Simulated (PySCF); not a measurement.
Cartesian coordinates (Å):
SMILES: [GaH3]
```xyz
4

Ga     0.0000     0.0000     0.0000
H      1.5473    -0.2093    -0.0067
H     -0.9549    -1.2353     0.0041
H     -0.5923     1.4446     0.0027
```
Charge 0, spin multiplicity 1.

Question: What is the computed dipole moment, HOMO–LUMO gap, LUMO, HOMO and total energy (PySCF with TPSSh-D3(BJ)/def2-TZVP // CAM-B3LYP-D3(BJ)/def2-TZVP)?

Answer: 
```yaml
dipole_moment: 0.00 D
HOMO–LUMO gap: 5.93 eV
LUMO: -2.12 eV
HOMO: -8.04 eV
total_energy: -52425.65 eV
```
